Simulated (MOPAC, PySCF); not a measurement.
C2H7BO, SMILES `B[C@@H](C)O`, neutral singlet in the gas phase. 

Cartesian coordinates (Å):
```xyz
11

B      1.2686    -0.5388    -0.2127
C      0.0694     0.4375    -0.3401
C     -1.1791    -0.3471     0.1067
O      0.1684     1.6598     0.3795
H      1.3514    -1.4844    -0.9396
H      2.0822    -0.3953     0.6593
H     -0.0854     0.7087    -1.3932
H     -1.3849    -1.1885    -0.5583
H     -1.0730    -0.7283     1.1266
H     -2.0357     0.3297     0.0947
H      0.8181     1.5468     1.0770
```
Charge 0, multiplicity 1.

All levels are single points at this geometry (PBE0-D4/def2-TZVP); Pople sets use spherical d functions. Orbital energies aren't observables, and empty levels follow the basis.

PM3 in MOPAC gives gap (eV) = 11.38.

Question: Estimate the gap (eV) from each of these levels: B3LYP-D3(BJ)/def2-TZVP in PySCF; PBE-D3(BJ)/def2-TZVP in PySCF; PBE0-D4/def2-TZVP in PySCF; B3LYP/6-311+G** in PySCF; M06-2X/6-31G* in PySCF; PBE/6-31G* in PySCF; HF/3-21G in PySCF; PM6 in MOPAC.

Answer: 
```
level                            gap (eV)
-------------------------------  --------
B3LYP-D3(BJ)/def2-TZVP in PySCF      5.66
PBE-D3(BJ)/def2-TZVP in PySCF        3.52
PBE0-D4/def2-TZVP in PySCF           6.16
B3LYP/6-311+G** in PySCF             5.65
M06-2X/6-31G* in PySCF               8.71
PBE/6-31G* in PySCF                  3.38
HF/3-21G in PySCF                   13.72
PM6 in MOPAC                         9.88
```
